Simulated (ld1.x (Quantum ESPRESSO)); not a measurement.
# Varying the TM potential for ruthenium

Base potential:

ld1.x (Quantum ESPRESSO) 7.5 input, shortened:

```
&input
   title='Ru', zed=44., rel=1, dft='PZ', iswitch=3,
   config='[Kr] 4d6 5s0 5p0'
 /
 &inputp
   pseudotype=2, tm=.true., lloc=0,
   nlcc=.true., new_core_ps=.true., rcore=1.25
 /
3
5P  2  1   0.00   0.00  1.30  1.30  0.0
4D  3  2   6.00   0.00  1.70  1.70  0.0
5S  1  0   0.00   0.00  2.60  2.60  0.0
 &test
   configts(1)='4d6 5s0 5p0'
 /
```

Cutoffs, loose and tight: the cutoffs (Ry, on a coarse ladder) from which the occupation-weighted sum of valence levels, in a spherical-Bessel basis at the reference potential, stays within 10 and 1 mRy of its value at 400 Ry. They do not see the model core or the augmentation charge, which bear on the density cutoff. Test errors are all-electron minus pseudo excitation energies from the reference, over the configurations 4d7 5s1 5p0; 4d7 5s0 5p0; 4d5 5s0 5p0; 4d6 5s1 5p0; 4d6 5s2 5p0; 4d7 5s0.5 5p0; 4d8 5s0 5p0 (two spin-polarised tests are not counted in the largest error). A dash means not determined; rows that change the core or the reference have their own tests.

A true bound ghost makes a file unfit for plane-wave use even where its test errors are small: the radial tests pick states by their node count and pass the ghost by.

For the base: The 5p radius (1.30 bohr) lies inside the outermost node of the all-electron wave (1.37 bohr), which a nodeless pseudo-wave cannot match soundly.

```csv
change,outcome,"cutoff, loose","cutoff, tight",bound ghosts,largest test error (meV)
base,generated,50 Ry,60 Ry,p,-357
"all radii but the core radius scaled by about 0.83 (s 2.16, p 1.08, d 1.42 bohr)",generated,55 Ry,70 Ry,p,-343
"all radii but the core radius scaled by about 0.91 (s 2.36, p 1.18, d 1.54 bohr)",generated,55 Ry,70 Ry,p,-358
"all radii but the core radius scaled by about 1.07 (s 2.80, p 1.40, d 1.82 bohr)",generated,50 Ry,60 Ry,p,-351
"all radii but the core radius scaled by about 1.13 (s 2.94, p 1.46, d 1.92 bohr)",generated,50 Ry,55 Ry,p,-344
"all radii but the core radius scaled by about 1.22 (s 3.18, p 1.58, d 2.08 bohr)",generated,45 Ry,50 Ry,p,-330
"all radii but the core radius scaled by about 1.32 (s 3.42, p 1.72, d 2.24 bohr)",generated,40 Ry,50 Ry,p,-313
```

Task: What comes out with this change to the base: all radii but the core radius scaled by about 1.38 (s 3.58, p 1.78, d 2.34 bohr)?

Result: outcome: generated; cutoff, loose: 40 Ry; cutoff, tight: 45 Ry; bound ghosts: p; largest test error (meV): -306.

Task: What comes out with this change to the base: all radii but the core radius scaled by about 0.77 (s 2.00, p 1.00, d 1.32 bohr)?

Result: outcome: generated; cutoff, loose: 60 Ry; cutoff, tight: 70 Ry; bound ghosts: p; largest test error (meV): -318.

Reading the sweep of the scale of all radii but the core radius (base = 1) (base included, trends over the rows without a ghost): Bound ghosts are found at 0.77, 0.83, 0.91, 1, 1.07, 1.13, 1.22, 1.32, 1.38. Every judged row has one, so this setting neither creates nor removes them.
